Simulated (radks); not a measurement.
Values are calculated unless marked as measured or tabulated.
Initial-state core-level shifts of the indium ion In+ when its valence configuration changes from [Kr] 4d10 5s2. Code: a radial shooting solver on a logarithmic mesh with Libxc functionals. Model: Dirac Kohn-Sham, PBE, spin-unpolarised, spherical densities, finite nucleus; open shells are shared between the two j in proportion to 2j + 1; Fermi nuclear charge, rms radius 4.6156 fm. Shifts are changes of the shell-averaged eigenvalues in eV (positive: less bound); the change of the density at the nucleus, which sets a Mossbauer isomer shift, is in e/bohr^3, on a base of 1.748e+05.

[
 {"valence": "4d10 5s1 5p1", "1s": "-1.640", "3s": "-1.614", "3p": "-1.613", "3d": "-1.609", "density at nucleus": "-31.71"},
 {"valence": "4d9 5s1 5p2", "1s": "-9.150", "3s": "-9.278", "3p": "-9.278", "3d": "-9.318", "density at nucleus": "-20.39"},
 {"valence": "4d9.5 5s2 5p0.5", "1s": "-3.802", "3s": "-3.876", "3p": "-3.877", "3d": "-3.896", "density at nucleus": "+8.09"},
 {"valence": "4d10 5p2", "1s": "-3.190", "3s": "-3.140", "3p": "-3.139", "3d": "-3.131", "density at nucleus": "-65.97"},
 {"valence": "4d9 5p3", "1s": "-10.587", "3s": "-10.699", "3p": "-10.697", "3d": "-10.735", "density at nucleus": "-59.50"},
 {"valence": "4d9.5 5s1.5 5p1", "1s": "-4.596", "3s": "-4.658", "3p": "-4.658", "3d": "-4.676", "density at nucleus": "-8.74"},
 {"valence": "4d9 5s2 5p1", "1s": "-7.647", "3s": "-7.795", "3p": "-7.795", "3d": "-7.838", "density at nucleus": "+16.47"},
 {"valence": "4d7 5s1 5p4", "1s": "-24.850", "3s": "-25.255", "3p": "-25.256", "3d": "-25.425", "density at nucleus": "+6.02"},
 {"valence": "4d10 5s1.5 5p0.5", "1s": "-0.832", "3s": "-0.819", "3p": "-0.819", "3d": "-0.817", "density at nucleus": "-15.51"}
]
